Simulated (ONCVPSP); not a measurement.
Reading a pseudo-wave (nitrogen (N))

Columns: radius, all-electron u(r) and pseudo u(r) of the 2p shell (level -20.69 eV) of nitrogen in the configuration [He] 2s2 2p2; PBE, scalar-relativistic, ONCV scheme, ONCVPSP 4.0.1.

| r (bohr) | all-electron | pseudo |
| --- | --- | --- |
| 0.105 | 0.0890 | 0.0301 |
| 0.210 | 0.2571 | 0.1157 |
| 0.315 | 0.4281 | 0.2440 |
| 0.420 | 0.5735 | 0.3965 |
| 0.525 | 0.6855 | 0.5525 |
| 0.630 | 0.7659 | 0.6932 |
| 0.735 | 0.8168 | 0.8040 |
| 0.840 | 0.8422 | 0.8770 |
| 0.945 | 0.8468 | 0.9111 |
| 1.050 | 0.8352 | 0.9103 |
| 1.155 | 0.8115 | 0.8826 |
| 1.260 | 0.7791 | 0.8371 |
| 1.365 | 0.7410 | 0.7824 |
| 1.470 | 0.6992 | 0.7251 |
| 1.575 | 0.6555 | 0.6694 |
| 1.680 | 0.6112 | 0.6174 |
| 1.785 | 0.5674 | 0.5694 |
| 1.890 | 0.5246 | 0.5250 |
| 1.995 | 0.4835 | 0.4835 |
| 2.100 | 0.4443 | 0.4443 |
| 2.205 | 0.4074 | 0.4073 |
| 2.310 | 0.3727 | 0.3727 |
| 2.415 | 0.3403 | 0.3403 |
| 2.520 | 0.3102 | 0.3102 |
| 2.625 | 0.2823 | 0.2823 |
| 2.730 | 0.2566 | 0.2566 |

Problem. How many radial nodes do the two functions have?

Solution. The all-electron 2p function has n − l − 1 = 0; the pseudo-wave has 0.

Problem. At about which radius was the pseudo-wave matched?

Solution. 2.10 bohr. The columns agree to 0.0005 from 1.89 bohr on; several derivatives are matched, so the curves merge somewhat inside the radius.

Problem. Where does each function peak?

Solution. Outermost all-electron maximum near 0.94 bohr, pseudo maximum near 0.94 bohr (to the table’s step).

Problem. Is the pseudo-wave norm-conserving?

Solution. Yes: the ONCV scheme keeps the norm inside the radius equal to the all-electron one, which fixes the energy derivative of the logarithmic derivative at the level.
